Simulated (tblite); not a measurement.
C7H13NSi.
Numbering: `[CH2:1]=[C:2]1[CH2:3][CH2:4]/[C:5]1=[CH:6]/[CH2:7][SiH2:8][NH2:9]` (hydrogens: H10, H11 on C1; H12, H13 on C3; H14, H15 on C4; H16 on C6; H17, H18 on C7; H19, H20 on Si8; H21, H22 on N9)

Structure used (GFN2-xTB), in Å, numbered top down from 1:
```
atom  x, y, z in Å
C1     0.740    2.032    0.099
C2     1.268    0.865   -0.238
C3     2.472    0.505   -1.079
C4     2.096   -0.982   -0.910
C5     0.945   -0.545   -0.030
C6     0.054   -1.238    0.676
C7    -1.031   -0.672    1.510
Si8   -2.654   -0.552    0.506
N9    -2.357    0.643   -0.690
H10   -0.159    2.116    0.684
H11    1.201    2.957   -0.211
H12    2.443    0.880   -2.101
H13    3.426    0.782   -0.632
H14    1.793   -1.478   -1.832
H15    2.847   -1.596   -0.413
H16    0.090   -2.320    0.617
H17   -0.755    0.316    1.870
H18   -1.202   -1.309    2.377
H19   -3.750   -0.055    1.341
H20   -2.991   -1.895    0.002
H21   -1.431    0.726   -1.079
H22   -3.054    0.842   -1.388
```

Computed with GFN2-xTB (tblite): harmonic, unscaled wavenumbers at the GFN2-xTB geometry, gas phase. This tight-binding method is rough: wavenumbers can miss measured ones by several per cent, in bad cases by 10 to 20. Modes of hydrogen on silicon can be 10 to 20 % off. One conformer, not necessarily the lowest.

Harmonic wavenumbers (cm⁻¹): 47.7, 53.6, 76.0, 120.0, 161.0, 226.5, 238.6, 263.0, 312.4, 332.5, 454.3, 477.0, 493.8, 534.8, 575.4, 663.3, 673.9, 694.1, 719.1, 786.0, 791.3, 800.9, 824.5, 837.6, 863.0, 874.0, 921.1, 929.8, 1001.6, 1031.7, 1051.3, 1060.2, 1122.2, 1160.9, 1163.3, 1196.6, 1206.7, 1225.9, 1234.1, 1326.5, 1410.2, 1454.0, 1471.1, 1471.8, 1511.0, 1722.1, 1726.2, 2164.4, 2246.3, 2971.7, 2990.8, 2991.2, 2995.8, 3002.9, 3018.6, 3034.8, 3094.3, 3132.1, 3470.0, 3514.0.

A = 2423, B = 834.9, C = 732.2 MHz; mass 139.082 u (most abundant isotopes); point group C1, symmetry number 1.

**Question.** Zero-point energy?

**Answer.** ½Σν̃ = 38960 cm⁻¹ = 111.39 kcal/mol.

**Question.** What is S at 500 K and 1 bar for an ideal gas of classical rigid rotors and harmonic oscillators?

**Answer.** Translation 43.30, rotation 31.30, vibration 58.56: S = 133.2 cal/(mol K).

**Question.** And Cp and H(500 K) − H(0)?

**Answer.** Cp = 66.78 cal/(mol K), of which vibrations give 58.83 (their classical limit is 60 R = 119.2); H(500 K) − H(0) = 19.09 kcal/mol without the zero-point energy, 15.12 from vibrations.

**Question.** Which modes carry the vibrational entropy at 500 K?

**Answer.** 47.7 cm⁻¹: 5.94; 53.6 cm⁻¹: 5.70; 76.0 cm⁻¹: 5.01; 120.0 cm⁻¹: 4.11; 161.0 cm⁻¹: 3.53; 226.5 cm⁻¹: 2.87 cal/(mol K); the other 54 give 31.40 together.

**Question.** What must be added to the electronic energy to get the Gibbs energy at 500 K and 1 bar?

**Answer.** ZPE + [H(500 K) − H(0)] − T·S = 111.39 + 19.09 − 66.58 = 63.90 kcal/mol.

**Question.** Blend soft modes into free rotors: weight 1/[1 + (100 cm⁻¹/ν̃)⁴] for the oscillator and the rest for a rotor with moment μB/(μ + B), μ = h/(8π²ν), B = 10⁻⁴⁴ kg m². What vibrational entropy results?

**Answer.** 53.81 cal/(mol K) in place of 58.56, which changes −T·S at 500 K by +2.38 kcal/mol.

Hindered rotation and anharmonicity are outside this model. Other conformers, if any are populated, would add a mixing term that is left out. The structure is chiral; the term R ln 2 for an equal mix with its mirror image is left out.
